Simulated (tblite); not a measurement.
A geometry optimisation, step by step.

Species: ClGe2H6N.
Bonds: N1–Ge2, Ge2–Ge3, Ge3–Cl4. Hydrogens: H5, H6 on N1; H7, H8 on Ge2; H9, H10 on Ge3.

Computed with GFN2-xTB (tblite), gas phase: L-BFGS steps from a force-field or distance-geometry start until the largest atomic force falls under 0.01 eV/Å. 7 of its 68 geometries are shown.

Step 0: E = -392.6661 eV, largest atomic force 1.442 eV/Å
```
atom  x, y, z in Å  |  force x, y, z in eV/Å
N1     -1.940   -0.010    0.428    0.631   0.357   0.075
Ge2    -0.554   -0.378   -0.771   -0.281  -0.143  -0.003
Ge3     1.491    0.230    0.311    0.234  -0.248  -0.433
Cl4     3.204   -0.783   -0.537   -0.471   0.486   0.399
H5     -1.567   -0.235    1.384   -0.766   0.701  -1.001
H6     -2.225    0.991    0.320    0.339  -1.154   0.622
H7     -0.574   -1.879   -1.093   -0.198   0.304  -0.008
H8     -0.822    0.414   -2.059   -0.056  -0.249   0.242
H9      1.604    1.775    0.177    0.328  -0.263   0.262
H10     1.391   -0.120    1.817    0.240   0.209  -0.155
```

Step 11: E = -392.9060 eV, largest atomic force 0.144 eV/Å
```
atom  x, y, z in Å  |  force x, y, z in eV/Å
N1     -1.909   -0.008    0.389   -0.093  -0.057  -0.060
Ge2    -0.576   -0.399   -0.778    0.105   0.001  -0.086
Ge3     1.509    0.225    0.267   -0.011   0.008  -0.013
Cl4     3.237   -0.685   -0.473    0.125  -0.046  -0.056
H5     -1.691   -0.228    1.354   -0.099   0.050  -0.022
H6     -2.252    0.942    0.344   -0.017  -0.006   0.080
H7     -0.688   -1.873   -1.111   -0.009   0.059   0.067
H8     -0.883    0.358   -2.052   -0.024  -0.027   0.065
H9      1.775    1.724    0.270    0.030   0.097  -0.058
H10     1.487   -0.053    1.768   -0.006  -0.078   0.082
```

Step 22: E = -392.9251 eV, largest atomic force 0.119 eV/Å
```
atom  x, y, z in Å  |  force x, y, z in eV/Å
N1     -1.951   -0.007    0.356   -0.031   0.038   0.065
Ge2    -0.561   -0.372   -0.752    0.010  -0.033  -0.028
Ge3     1.561    0.235    0.260   -0.107   0.029   0.042
Cl4     3.293   -0.670   -0.486    0.056  -0.054  -0.062
H5     -1.812   -0.275    1.324   -0.070   0.027  -0.057
H6     -2.286    0.948    0.341    0.019  -0.033   0.047
H7     -0.691   -1.846   -1.042    0.046  -0.049   0.013
H8     -0.908    0.347   -2.028    0.030   0.034  -0.035
H9      1.839    1.739    0.243    0.008   0.001   0.036
H10     1.525   -0.095    1.760    0.039   0.040  -0.022
```

Step 34: E = -392.9397 eV, largest atomic force 0.118 eV/Å
```
atom  x, y, z in Å  |  force x, y, z in eV/Å
N1     -2.021    0.009    0.316    0.115   0.015   0.017
Ge2    -0.561   -0.365   -0.710   -0.092   0.005   0.016
Ge3     1.574    0.253    0.263    0.005   0.048   0.108
Cl4     3.251   -0.690   -0.580   -0.013   0.011  -0.018
H5     -1.990   -0.353    1.262   -0.035   0.008  -0.052
H6     -2.273    0.989    0.373    0.027  -0.065  -0.003
H7     -0.627   -1.851   -0.967   -0.031   0.003   0.017
H8     -0.854    0.331   -2.013    0.009   0.007  -0.036
H9      1.883    1.752    0.271    0.003  -0.010  -0.042
H10     1.627   -0.069    1.763    0.012  -0.022  -0.007
```

Step 45: E = -392.9443 eV, largest atomic force 0.056 eV/Å
```
atom  x, y, z in Å  |  force x, y, z in eV/Å
N1     -2.026    0.019    0.299   -0.025   0.009   0.049
Ge2    -0.559   -0.363   -0.697    0.020  -0.002  -0.002
Ge3     1.577    0.266    0.286   -0.007  -0.018  -0.019
Cl4     3.218   -0.684   -0.621    0.007   0.011   0.007
H5     -2.061   -0.393    1.223   -0.003   0.014  -0.043
H6     -2.259    1.000    0.389    0.013  -0.019   0.005
H7     -0.632   -1.852   -0.933   -0.011   0.003   0.006
H8     -0.825    0.320   -2.014    0.010   0.000  -0.004
H9      1.900    1.761    0.265   -0.009  -0.003   0.002
H10     1.676   -0.068    1.780    0.006   0.004  -0.001
```

Step 56: E = -392.9456 eV, largest atomic force 0.018 eV/Å
```
atom  x, y, z in Å  |  force x, y, z in eV/Å
N1     -2.031    0.033    0.291   -0.004   0.008   0.003
Ge2    -0.558   -0.369   -0.691    0.005  -0.008   0.006
Ge3     1.581    0.257    0.286   -0.013   0.002   0.000
Cl4     3.231   -0.664   -0.631    0.002   0.008   0.003
H5     -2.097   -0.416    1.195   -0.002   0.006  -0.012
H6     -2.235    1.016    0.419    0.016   0.004   0.000
H7     -0.665   -1.855   -0.914    0.008  -0.015  -0.006
H8     -0.789    0.309   -2.018   -0.015   0.001   0.008
H9      1.872    1.759    0.259    0.003   0.002  -0.003
H10     1.700   -0.065    1.780    0.000  -0.008   0.000
```

Step 67: E = -392.9465 eV, largest atomic force 0.009 eV/Å
```
atom  x, y, z in Å  |  force x, y, z in eV/Å
N1     -2.026    0.046    0.287    0.002   0.004   0.008
Ge2    -0.559   -0.385   -0.691    0.004  -0.003  -0.004
Ge3     1.576    0.250    0.286   -0.001   0.001   0.001
Cl4     3.246   -0.637   -0.629    0.001   0.000  -0.004
H5     -2.119   -0.418    1.182    0.002   0.002  -0.008
H6     -2.182    1.035    0.438   -0.003   0.001   0.002
H7     -0.680   -1.871   -0.917    0.001   0.001   0.004
H8     -0.789    0.299   -2.016   -0.001  -0.006  -0.002
H9      1.840    1.757    0.258    0.002   0.002   0.006
H10     1.702   -0.072    1.780   -0.005  -0.002  -0.003
```

Q: Summarise the path.

A: The energy falls by 6.47 kcal/mol from step 0 to step 67; nine tenths of that is first reached at step 18. It falls at every step. The largest force goes from 1.442 to 0.009 eV/Å. Among the bonds Ge3–Cl4 changes most, from 2.163 to 2.101 Å; the atoms move by 0.263 Å rms after alignment.

Q: Follow the three bonds and two angles with the largest change from start to end.

A: 
| step | E above end (kcal/mol) | largest force (eV/Å) | Ge3–Cl4 (Å) | N1–Ge2 (Å) | Ge2–Ge3 (Å) | Ge2–N1–H5 (°) | N1–Ge2–Ge3 (°) |
| --- | --- | --- | --- | --- | --- | --- | --- |
| 0 | 6.47 | 1.442 | 2.163 | 1.869 | 2.392 | 106.2 | 107.1 |
| 3 | 2.66 | 0.369 | 2.093 | 1.816 | 2.394 | 111.1 | 107.2 |
| 6 | 1.78 | 0.256 | 2.093 | 1.827 | 2.365 | 112.9 | 107.0 |
| 9 | 1.17 | 0.278 | 2.095 | 1.830 | 2.389 | 113.3 | 107.0 |
| 12 | 0.87 | 0.174 | 2.091 | 1.813 | 2.421 | 114.3 | 107.6 |
| 15 | 0.73 | 0.124 | 2.104 | 1.823 | 2.427 | 114.5 | 108.3 |
| 17 | 0.66 | 0.096 | 2.105 | 1.825 | 2.432 | 114.4 | 109.1 |
| 20 | 0.57 | 0.177 | 2.092 | 1.817 | 2.437 | 114.7 | 110.4 |
| 23 | 0.47 | 0.086 | 2.096 | 1.815 | 2.424 | 115.5 | 111.5 |
| 26 | 0.39 | 0.145 | 2.109 | 1.814 | 2.424 | 116.5 | 112.1 |
| 29 | 0.32 | 0.070 | 2.101 | 1.815 | 2.433 | 117.2 | 112.9 |
| 32 | 0.25 | 0.179 | 2.093 | 1.823 | 2.429 | 116.1 | 113.8 |
| 35 | 0.13 | 0.097 | 2.103 | 1.819 | 2.429 | 115.5 | 115.8 |
| 38 | 0.09 | 0.091 | 2.103 | 1.813 | 2.436 | 116.5 | 116.4 |
| 41 | 0.06 | 0.041 | 2.100 | 1.816 | 2.432 | 116.8 | 116.1 |
| 44 | 0.05 | 0.038 | 2.102 | 1.815 | 2.432 | 116.5 | 115.8 |
| 47 | 0.04 | 0.044 | 2.100 | 1.814 | 2.436 | 115.8 | 115.9 |
| 50 | 0.03 | 0.027 | 2.101 | 1.815 | 2.433 | 115.8 | 116.4 |
| 52 | 0.03 | 0.039 | 2.102 | 1.815 | 2.431 | 115.9 | 116.5 |
| 55 | 0.02 | 0.021 | 2.101 | 1.815 | 2.432 | 116.0 | 116.2 |
| 58 | 0.02 | 0.040 | 2.101 | 1.816 | 2.434 | 116.0 | 115.9 |
| 61 | 0.01 | 0.021 | 2.101 | 1.816 | 2.433 | 116.2 | 115.9 |
| 64 | 0.00 | 0.031 | 2.101 | 1.815 | 2.432 | 116.1 | 115.9 |
| 67 | 0.00 | 0.009 | 2.101 | 1.815 | 2.433 | 116.2 | 115.5 |

The cost below is that of the whole relaxation. Time: 0.34 s. Hardware: one thread, Arm Neoverse V1 (aarch64) (shared host).
